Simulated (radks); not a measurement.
Values are calculated unless marked as measured or tabulated.
Question: Successive ionisation energies (eV) of one element, from differences of total energies of ions in their ground configurations, starting at charge 22: 733.33, 773.12, 824.24, 866.04, 908.32, 951.02, 994.06, 1180.4, 1223.8, 1267.0, 1322.9, 1368.0, 1412.5, 1567.6, 1618.9, 2764.3, 2869.8, 2976.3, 3083.8, 3192.2, 3332.9, 3446.5. Level of theory: scalar-relativistic Kohn-Sham, BLYP, spin-polarised, spherical densities, finite nucleus; open shells are filled with parallel spins first (spin-orbit coupling, left out, can overturn this in heavy ions); Fermi nuclear charge, rms radius 5.06 fm (a radial shooting solver on a logarithmic mesh with Libxc functionals). Which element is it?

Answer: Terbium (Z = 65). The first species listed is Tb22+ in [Kr] 4d7, the last Tb43+ in [Ar] 3d4.
